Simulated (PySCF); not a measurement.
**Do core-level shifts follow atomic charges?**

Species: C₇H₁₁NS.
Geometry (PBE0-D3(BJ)/def2-SVP, Å), atoms numbered from 1 in this order:
```xyz
20
C7H11NS angstrom
C      1.5296    1.1047    0.0745
C      1.8208   -0.1568    0.4200
C      1.1462   -1.3605   -0.0732
C      1.5908   -2.5851    0.2594
C     -0.0652   -1.2027   -0.9557
N     -1.1793   -0.6310   -0.2341
C     -1.9208    0.4194   -0.6213
C     -2.9882    0.8055    0.3662
S     -1.6884    1.2532   -2.0333
H      2.1044    1.9372    0.4878
H      0.7298    1.3576   -0.6303
H      2.6417   -0.3392    1.1230
H      2.4708   -2.7157    0.8952
H      1.0988   -3.4898   -0.1073
H     -0.3512   -2.1819   -1.3744
H      0.1304   -0.5271   -1.8041
H     -1.3892   -1.0483    0.6662
H     -3.6257    1.5885   -0.0563
H     -3.6088   -0.0650    0.6355
H     -2.5213    1.1866    1.2897
```

Binding energies: delta-SCF UKS SCAN, pcX-2 on the ionised atom, pcseg-1 elsewhere, spin-free X2C in PySCF 2.14.0. Charges: PBE0/pcSseg-1 ground-state density, for the ionised atom.

```json
{"atom": "C4", "environment": "terminal =CH2 carbon", "C 1s (eV)": "289.89", "Mulliken (e)": "-0.067", "IAO (e)": "-0.314", "Hirshfeld (e)": "-0.098", "ESP (e)": "-0.607"}
{"atom": "C1", "environment": "terminal =CH2 carbon", "C 1s (eV)": "289.89", "Mulliken (e)": "-0.149", "IAO (e)": "-0.298", "Hirshfeld (e)": "-0.093", "ESP (e)": "-0.274"}
{"atom": "C2", "environment": "alkene CH carbon", "C 1s (eV)": "290.60", "Mulliken (e)": "-0.133", "IAO (e)": "-0.149", "Hirshfeld (e)": "-0.055", "ESP (e)": "-0.330"}
{"atom": "C3", "environment": "fully substituted alkene carbon", "C 1s (eV)": "290.79", "Mulliken (e)": "-0.394", "IAO (e)": "+0.004", "Hirshfeld (e)": "+0.001", "ESP (e)": "+0.354"}
{"atom": "C8", "environment": "methyl carbon", "C 1s (eV)": "291.09", "Mulliken (e)": "-0.221", "IAO (e)": "-0.435", "Hirshfeld (e)": "-0.119", "ESP (e)": "-0.398"}
{"atom": "C5", "environment": "sp3 carbon bound to nitrogen", "C 1s (eV)": "291.80", "Mulliken (e)": "+0.117", "IAO (e)": "-0.165", "Hirshfeld (e)": "-0.019", "ESP (e)": "-0.246"}
{"atom": "C7", "environment": "thiocarbonyl carbon", "C 1s (eV)": "292.44", "Mulliken (e)": "-0.071", "IAO (e)": "+0.060", "Hirshfeld (e)": "+0.085", "ESP (e)": "+0.161"}
```

Problem. How well does each charge scheme correlate with the binding energies over these sites?

Solution. Hirshfeld: r = 0.77, slope 10.2 eV per e; IAO: r = 0.56, slope 3.0 eV per e; ESP: r = 0.50, slope 1.4 eV per e; Mulliken: r = 0.31, slope 1.9 eV per e. Hirshfeld charges have the highest r, on only 7 points.

Problem. The point-charge model writes a binding energy as kq + V + constant, with V the potential of the other atoms' charges at the site. What does it give with the IAO charges?

Solution. V = Σ 14.40 eV Å × q/r over all other atoms: +3.93 eV at C4, +3.02 eV at C1, +0.31 eV at C2, -2.28 eV at C3, +5.91 eV at C8, +1.85 eV at C5, -3.56 eV at C7. Fitting binding energy − V to q gives k = 21.9 eV per e and leaves an rms residual of 0.69 eV, against 0.73 eV for the fit on q alone. The model has no term for differences in relaxation between sites.

The unrestricted hole states depart most from a pure doublet (⟨S²⟩ = 0.75; over 0.85 named) for C 1s of C1 (0.85), C 1s of C2 (0.94) and C 1s of C3 (0.94), which makes these values less certain. Isolated species at its PBE0-D3(BJ)/def2-SVP geometry (one conformer only).
